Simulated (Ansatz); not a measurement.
Basis sets compared for TiF₃ (the lowest doublet isomer of a short search). Total charge 0; doublet. Geometry PBE0-D4/def2-TZVP. Ansatz on 2 threads of Intel Xeon Platinum 8488C on a shared host; times are rough, and most runs start from earlier orbitals.

```tsv
atom	x (Å)	y (Å)	z (Å)
Ti1	-0.002	-0.004	-0.003
F2	0.591	-1.271	1.079
F3	0.959	0.484	-1.405
F4	-1.548	0.791	0.329
```

The structure comes from a short search, and lower isomers may exist.

Binding counts from free atoms (Ti triplet, F doublet) in the same basis, without a counterpoise term.

| level | functions | energy (Eh) | HOMO (eV) | LUMO (eV) | binding per atom (eV) | wall time |
| --- | --- | --- | --- | --- | --- | --- |
| PBE-D4/def2-SVP | 73 | -1148.3610 | -4.93 | -3.60 | 5.11 | 1.4 s |
| PBE-D4/def2-TZVP (with forces) | 138 | -1148.8527 | -5.30 | -3.96 | – | 2.1 s |
| PBE-D4/def2-TZVPD | 168 | -1148.8565 | -5.31 | -3.97 | – | 2.6 s |
| r2SCAN-D4/def2-TZVP | 138 | -1149.1992 | -5.83 | -3.75 | – | 4.3 s |
| r2SCAN-D4/def2-TZVPD | 168 | -1149.2029 | -5.80 | -3.72 | – | 5.5 s |
| PBE0-D4/def2-SVP | 73 | -1148.3654 | -7.10 | -2.41 | 4.66 | 2.3 s |
| PBE0-D4/def2-TZVP (with forces) | 138 | -1148.8550 | -7.29 | -2.57 | 4.65 | 4.3 s |
| PBE0-D4/def2-TZVPD | 168 | -1148.8590 | -7.27 | -2.55 | 4.66 | 8.5 s |

Problem. Estimate the rows for PBE0-D4/def2-QZVPP.

Solution. 
| level | functions | energy (Eh) | HOMO (eV) | LUMO (eV) | binding per atom (eV) | wall time |
| --- | --- | --- | --- | --- | --- | --- |
| PBE0-D4/def2-QZVPP | 264 | -1148.8919 | -7.26 | -2.49 | 4.67 | 16 s |
